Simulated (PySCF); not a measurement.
CH3ClGa, SMILES [CH3][Ga+][Cl], charge +1. The structure is a stationary point at PBE-D3(BJ)/def2-TZVP. The multiplicity is an assumed one; other spin states were not compared. The isomer is the one that the SMILES or the coordinates give; other isomers of the formula were not compared.

The numbers are results of PBE-D3(BJ)/def2-TZVP run with PySCF, not measurements.

Harmonic wavenumbers (cm⁻¹): 117, 117, 441, 616, 784, 784, 1189, 1371, 1371, 2982, 3093, 3093. Rotational constants (GHz): 152.4, 2.582, 2.582; symmetry number 3.

Question: Work out the zero-point energy and the ideal-gas rigid-rotor harmonic-oscillator thermochemistry at 298.15 K and 1 atm.

Answer: ZPE = ½ Σ hcν = ½ × 15958 cm⁻¹ = 95.45 kJ/mol. H − E(el) = 110.69 kJ/mol. Entropy in J/(mol K): translation 168.48, rotation 88.25, vibration 33.73, total 290.45. G − E(el) = 24.09 kJ/mol. Cp = 66.94 J/(mol K). Modes under 150 cm⁻¹ make the vibrational entropy uncertain.
